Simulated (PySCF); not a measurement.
C₃H₉FSi, SMILES CC[Si@H](C)F. Heavy atoms are numbered as in [CH3:1][CH2:2][Si@H:3]([CH3:4])[F:5]. Hydrogens are named by the atom that carries them.

Coordinates come from a PBE0-D3(BJ)/def2-SVP optimisation. The structure was generated by enumeration; whether it is a known compound was not checked. The values are those of a single conformer.

Computed with PBE/def2-TZVP in PySCF.

ESP charges are fitted to the potential on shells at 1.4 to 2.0 van der Waals radii. Atomic charges (e), one atom of each kind:

```csv
atom,meta-Löwdin,Mulliken,ESP fit
C1 (CH3),-0.34,-0.38,-0.27
C2 (CH2),-0.46,-0.29,-0.15
Si3 (SiH),1.04,0.51,0.73
C4 (CH3),-0.62,-0.49,-0.63
F5,-0.49,-0.31,-0.34
H on C1,0.12,0.12,0.09
H on C2,0.13,0.12,0.06
H on Si3,-0.13,-0.07,-0.16
H on C4,0.14,0.13,0.15
```

Question: Give the Mayer and Wiberg (Löwdin basis) orders of the bonds. (Estimate from the structure and the level; the computed values follow.)

Answer: 
```tsv
bond	Mayer	Wiberg
C1–C2	0.98	1.33
C2–Si3	0.99	1.12
Si3–C4	1.00	1.22
Si3–F5	1.10	1.67
```
